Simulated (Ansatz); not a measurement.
Consider the hydrogenolysis of the Si–C bond: `N[Si](O)(F)CF` + H₂ → `N[SiH](O)F` + `CF`.

Program: Ansatz. Geometries: PBE0-D4/def2-TZVP. ΔE: electronic, gas phase. CBS: MP2 limit from def2 TZ/QZ plus the TZ coupled-cluster correction, frozen cores. This one scheme is used for every species. DFT in def2-TZVPP. Each species was taken in one conformer, which may not be the lowest.

CCSD(T)/CBS gives -8.0 kcal/mol.

**Question.** Another level gave -6.9 kcal/mol. Which?
A. LDA (SPW92)/def2-TZVPP
B. CAM-B3LYP/def2-TZVPP
C. BHLYP/def2-TZVPP
D. r2SCAN/def2-TZVPP

**Answer.** D. r2SCAN -6.9, CAM-B3LYP -9.5, BHLYP -11.1, LDA (SPW92) -5.7 kcal/mol.

Largest T1 diagnostic among the species: 0.011.

From r2SCAN to r2SCAN0 (25 % exact exchange), in def2-TZVPP and without D4, ΔE moves by −1.2 kcal/mol. The D4 term adds +2.6 kcal/mol with B3LYP and +1.4 kcal/mol with PBE0; it sums over pairs of atoms, weighted by their polarisabilities, and B3LYP, whose exchange is more repulsive, gets the larger term. Leaving LDA and LC-ωPBE aside and taking each functional with its dispersion term where it has one, the values, not all of them listed here, spread over 4.3 kcal/mol, from B2PLYP to revPBE-D4. LDA lies +2.2 kcal/mol from PBE without D4.

CCSD(T)/CBS has its own doubt, a few kJ/mol and more with outer-core shells, so smaller differences from it don't rank the levels.

B3LYP here is the variant with VWN-RPA as its local correlation; programs differ in this.
